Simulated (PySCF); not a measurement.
# Vertical excitation energies

Compound: C6H14P (charge +1).
SMILES with atom numbers: `[CH3:1][CH:2]([CH3:3])[C@@H:4]1[CH2:5][P@@H+:6]1[CH3:7]` (hydrogens: H8, H9, H10 on C1; H11 on C2; H12, H13, H14 on C3; H15 on C4; H16, H17 on C5; H18 on P6; H19, H20, H21 on C7)

Method used: PySCF, TDDFT PBE0/def2-SVPD, vertical, gas phase, core orbitals frozen in the response. The structure is a single PBE0-D3(BJ)/def2-SVP conformer in the gas phase; no vibrational or solvent corrections. Torsions of this conformer, `[CH3:1][CH:2]([CH3:3])[C@@H:4]1[CH2:5][P@@H+:6]1[CH3:7]`: C1–C2–C4–C5 -79°.

Problem. Predict the UV-vis stick spectrum at this level.

Solution. 

```tsv
state	λ (nm)	E (eV)	f	|μ| (D)	main configurations (H = HOMO, L = LUMO)
S1	170.1	7.29	0.168	2.47	H→L (81%), H-2→L (12%)
S2	167.9	7.38	0.0046	0.40	H-1→L (81%), H-2→L (11%)
S3	165.5	7.49	0.050	1.33	H-2→L (63%), H-1→L (16%), H→L (9%)
S4	162.2	7.64	0.011	0.63	H→L+2 (61%), H→L+1 (31%)
S5	160.1	7.74	0.0032	0.33	H→L+1 (61%), H→L+2 (30%)
S6	155.9	7.95	0.0050	0.41	H-3→L (83%), H-2→L (8%)
S7	150.3	8.25	0.019	0.78	H-4→L (44%), H→L+3 (34%)
S8	149.6	8.29	0.0065	0.45	H→L+3 (46%), H-1→L+1 (20%), H-4→L (19%)
S9	149.5	8.29	0.010	0.57	H-1→L+2 (63%), H-2→L+2 (12%)
S10	149.2	8.31	0.013	0.65	H-1→L+1 (58%), H-4→L (20%)
```

Triplets (Tamm–Dancoff): T1 5.77 eV, H→L (84%); T2 6.80 eV, H→L+1 (35%), H-2→L (22%), H-4→L (8%); T3 7.15 eV, H→L+1 (43%), H-2→L (30%); T4 7.20 eV, H→L+2 (82%).

The lowest singlet lies at 7.29 eV (170 nm, vacuum ultraviolet) and is strong; its leading configuration is HOMO→LUMO (81%). The lowest level is also the most intense of those listed (f = 0.168). S8/S9 lie within about 0.01 eV of each other. Löwdin shares by element: HOMO carbon 42% or more, phosphorus 24% (atoms not listed hold the other 34%); LUMO phosphorus 38%, carbon 30% or more, hydrogen 10% or more (atoms not listed hold the other 22%). Weighted by f, the mean energy of these states is 7.52 eV. Orbital energies (eV): HOMO-3 -13.88, HOMO-2 -13.48, HOMO-1 -13.35, HOMO -13.01, LUMO -4.81, LUMO+1 -4.12, LUMO+2 -3.97. The oscillator strengths of these states sum to 0.292; summed over the whole spectrum of an exact calculation they would give the number of electrons, 64 (Thomas–Reiche–Kuhn). No computed singlet lies in the visible range (380 to 750 nm); the lowest, at 170 nm, stands 4.03 eV above its violet end (3.26 eV). All these states lie below the vertical ionisation energy of 14.80 eV (ΔSCF). Singlets were solved by full linear response, triplets in the Tamm–Dancoff approximation.
